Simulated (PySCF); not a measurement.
Computed Raman spectrum (relative Raman activity) of a molecule C₃H₉B. Geometry: B3LYP-D3(BJ)/def2-SVP. The values are those of a single conformer. These are B3LYP-D3(BJ)/def2-SVP run with PySCF values and carry that method's errors. Harmonic, unscaled wavenumbers; measured fundamentals usually lie a few per cent lower.

```
ν (cm⁻¹)  relative intensity
--------  ------------------
711                      2.4
1169                     2.6
1302                     3.2
1418                      10
1427                     9.5
1442                     4.8
1449                     4.6
1456                     2.1
2993                      20
2995                      30
3000                     100
3067                      80
3070                      19
3111                      15
3113                      75
```

**Question.** Identify the compound among the candidates.
(A) CB(C)C
(B) CBCC
(C) BCCC
(D) BC(C)C

**Answer.** A, CB(C)C
